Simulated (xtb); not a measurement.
xtb input file for F4Hf, SMILES [F][Hf]([F])([F])[F] (connectivity only; charge and spin as stated), charge -1, multiplicity 2, GFN2-xTB. 

```
$ xtb mol.xyz --gfn 2 --sp --chrg -1 --uhf 1 --json
$ cat mol.xyz
5

Hf    -0.00000000    -0.00000000     0.00000000
F      1.22802122    -1.22802121    -0.72099115
F      1.22802121     1.22802121     0.72099116
F     -1.22802121    -1.22802121     0.72099115
F     -1.22802121     1.22802122    -0.72099116
```

Output:

```
[banner left out]
          |                Calculation Setup                |
           -------------------------------------------------



           -------------------------------------------------
          |                 G F N 2 - x T B                 |
           -------------------------------------------------

        Reference                      10.1021/acs.jctc.8b01176
      * Hamiltonian:
        H0-scaling (s, p, d)           1.850000    2.230000    2.230000
        zeta-weighting                 0.500000
      * Dispersion:
        s8                             2.700000
        a1                             0.520000
        a2                             5.000000
        s9                             5.000000
      * Repulsion:
        kExp                           1.500000    1.000000
        rExp                           1.000000
      * Coulomb:
        alpha                          2.000000
        third order                    shell-resolved
        anisotropic                    true
        a3                             3.000000
        a5                             4.000000
        cn-shift                       1.200000
        cn-exp                         4.000000
        max-rad                        5.000000


          ...................................................
          :                      SETUP                      :
          :.................................................:
          :  # basis functions                  26          :
          :  # atomic orbitals                  25          :
          :  # shells                           11          :
          :  # electrons                        33          :
          :  max. iterations                   250          :
          :  Hamiltonian                  GFN2-xTB          :
          :  restarted?                      false          :
          :  GBSA solvation                  false          :
          :  PC potential                    false          :
          :  electronic temp.          300.0000000     K    :
          :  accuracy                    1.0000000          :
          :  -> integral cutoff          0.2500000E+02      :
          :  -> integral neglect         0.1000000E-07      :
          :  -> SCF convergence          0.1000000E-05 Eh   :
          :  -> wf. convergence          0.1000000E-03 e    :
          :  Broyden damping             0.4000000          :
          :  net charge                         -1          :
          :  unpaired electrons                  1          :
          ...................................................

 iter      E             dE          RMSdq      gap      omega  full diag
   1    -13.1968467 -0.131968E+02  0.308E+01    0.51       0.0  T
   2    -19.2574609 -0.606061E+01  0.208E+01    0.16       1.0  T
   3    -20.2803948 -0.102293E+01  0.119E+01    0.40       1.0  T
   4    -20.8800680 -0.599673E+00  0.769E+00    0.54       1.0  T
   5    -20.0976880  0.782380E+00  0.173E+01    0.36       1.0  T
   6    -20.8242368 -0.726549E+00  0.355E+00    0.63       1.0  T
   7    -20.8224945  0.174230E-02  0.357E+00    0.63       1.0  T
   8    -20.8188338  0.366071E-02  0.360E+00    0.63       1.0  T
   9    -20.8792046 -0.603708E-01  0.451E+00    0.58       1.0  T
  10    -20.8539339  0.252707E-01  0.505E+00    0.58       1.0  T
  11    -20.9496717 -0.957377E-01  0.276E+00    0.61       1.0  T
  12    -20.9889074 -0.392357E-01  0.412E-01    0.62       1.0  T
  13    -20.9897401 -0.832725E-03  0.833E-02    0.62       1.0  T
  14    -20.9897499 -0.984665E-05  0.314E-02    0.62       1.4  T
  15    -20.9897508 -0.827848E-06  0.581E-03    0.62       7.7  T
  16    -20.9897509 -0.985570E-07  0.855E-04    0.62      52.3  T
  17    -20.9897509 -0.111543E-08  0.123E-04    0.62     362.8  T

   *** convergence criteria satisfied after 17 iterations ***

         #    Occupation            Energy/Eh            Energy/eV
      -------------------------------------------------------------
         1        2.0000           -0.6592121             -17.9381
       ...           ...                  ...                  ...
        11        2.0000           -0.2972765              -8.0893
        12        2.0000           -0.2972765              -8.0893
        13        2.0000           -0.2955587              -8.0426
        14        2.0000           -0.2947623              -8.0209
        15        2.0000           -0.2947623              -8.0209
        16        2.0000           -0.2947366              -8.0202
        17        1.0000           -0.1087756              -2.9599 (HOMO)
        18        0.0000           -0.0858587              -2.3363 (LUMO)
        19                         -0.0765334              -2.0826
        20                         -0.0765334              -2.0826
        21                         -0.0215000              -0.5850
        22                          0.2685172               7.3067
       ...                                ...                  ...
        25                          0.5942272              16.1697
      -------------------------------------------------------------
                  HL-Gap            0.0229169 Eh            0.6236 eV
             Fermi-level           -0.1495367 Eh           -4.0691 eV

 SCC (total)                   0 d,  0 h,  0 min,  0.009 sec
 SCC setup                      ...        0 min,  0.000 sec (  1.990%)
 Dispersion                     ...        0 min,  0.000 sec (  0.762%)
 classical contributions        ...        0 min,  0.000 sec (  0.347%)
 integral evaluation            ...        0 min,  0.002 sec ( 17.092%)
 iterations                     ...        0 min,  0.005 sec ( 52.084%)
 molecular gradient             ...        0 min,  0.002 sec ( 26.095%)
 printout                       ...        0 min,  0.000 sec (  1.374%)

         :::::::::::::::::::::::::::::::::::::::::::::::::::::
         ::                     SUMMARY                     ::
         :::::::::::::::::::::::::::::::::::::::::::::::::::::
         :: total energy             -20.968788300877 Eh    ::
         :: gradient norm              0.000048945138 Eh/a0 ::
         :: HOMO-LUMO gap              0.623600099363 eV    ::
         ::.................................................::
         :: SCC energy               -20.989750322186 Eh    ::
         :: -> isotropic ES            0.198917942456 Eh    ::
         :: -> anisotropic ES         -0.003533986187 Eh    ::
         :: -> anisotropic XC         -0.001488989037 Eh    ::
         :: -> dispersion             -0.002024968126 Eh    ::
         :: repulsion energy           0.020962021308 Eh    ::
         :: add. restraining           0.000000000000 Eh    ::
         :: total charge              -1.000000000631 e     ::
         :::::::::::::::::::::::::::::::::::::::::::::::::::::

           -------------------------------------------------
          |                Property Printout                |
           -------------------------------------------------

    * Orbital Energies and Occupations

         #    Occupation            Energy/Eh            Energy/eV
      -------------------------------------------------------------
         1        2.0000           -0.6592121             -17.9381
       ...           ...                  ...                  ...
         5        2.0000           -0.3520893              -9.5808
         6        2.0000           -0.3166870              -8.6175
         7        2.0000           -0.3047658              -8.2931
         8        2.0000           -0.3047658              -8.2931
         9        2.0000           -0.2978495              -8.1049
Note: The following floating-point exceptions are signalling: IEEE_UNDERFLOW_FLAG IEEE_DENORMAL
normal termination of xtb
        10        2.0000           -0.2973350              -8.0909
        11        2.0000           -0.2972765              -8.0893
        12        2.0000           -0.2972765              -8.0893
        13        2.0000           -0.2955587              -8.0426
        14        2.0000           -0.2947623              -8.0209
        15        2.0000           -0.2947623              -8.0209
        16        2.0000           -0.2947366              -8.0202
        17        1.0000           -0.1087756              -2.9599 (HOMO)
        18        0.0000           -0.0858587              -2.3363 (LUMO)
        19                         -0.0765334              -2.0826
        20                         -0.0765334              -2.0826
        21                         -0.0215000              -0.5850
        22                          0.2685172               7.3067
        23                          0.3323122               9.0427
        24                          0.5942272              16.1697
        25                          0.5942272              16.1697
      -------------------------------------------------------------
                  HL-Gap            0.0229169 Eh            0.6236 eV
             Fermi-level           -0.1495367 Eh           -4.0691 eV

     #   Z          covCN         q      C6AA      α(0)
     1  72 Hf       2.550     0.803   215.683    34.716
     2   9 F        0.637    -0.451    14.210     4.448
     3   9 F        0.637    -0.451    14.210     4.448
     4   9 F        0.637    -0.451    14.210     4.448
     5   9 F        0.637    -0.451    14.210     4.448

 Mol. C6AA /au·bohr⁶  :        819.353809
 Mol. C8AA /au·bohr⁸  :      69600.199846
 Mol. α(0) /au        :         52.509870


Wiberg/Mayer (AO) data.
largest (>0.10) Wiberg bond orders for each atom

 ---------------------------------------------------------------------------
     #   Z sym  total        # sym  WBO       # sym  WBO       # sym  WBO
 ---------------------------------------------------------------------------
     1  72 Hf   3.291 --     4 F    0.823     3 F    0.823     2 F    0.823
                             5 F    0.823
     2   9 F    0.952 --     1 Hf   0.823
     3   9 F    0.952 --     1 Hf   0.823
     4   9 F    0.952 --     1 Hf   0.823
     5   9 F    0.952 --     1 Hf   0.823
 ---------------------------------------------------------------------------

Topologies differ in total number of bonds
Writing topology from bond orders to xtbtopo.mol

molecular dipole:
                 x           y           z       tot (Debye)
 q only:       -0.000      -0.000       0.000
   full:       -0.000      -0.000       0.000       0.000
molecular quadrupole (traceless):
                xx          xy          yy          xz          yz          zz
 q only:       -3.181       0.000      -3.181      -0.000       0.000       6.361
  q+dip:       -3.519       0.000      -3.519      -0.000       0.000       7.038
   full:       -3.540       0.000      -3.540      -0.000       0.000       7.081


           -------------------------------------------------
          | TOTAL ENERGY              -20.968788300877 Eh   |
          | GRADIENT NORM               0.000048945138 Eh/α |
          | HOMO-LUMO GAP               0.623600099363 eV   |
           -------------------------------------------------

------------------------------------------------------------------------
------------------------------------------------------------------------
 total:
 SCF:
```

Self-consistency was reached.

Cost: around 0.07 core-seconds (rough).
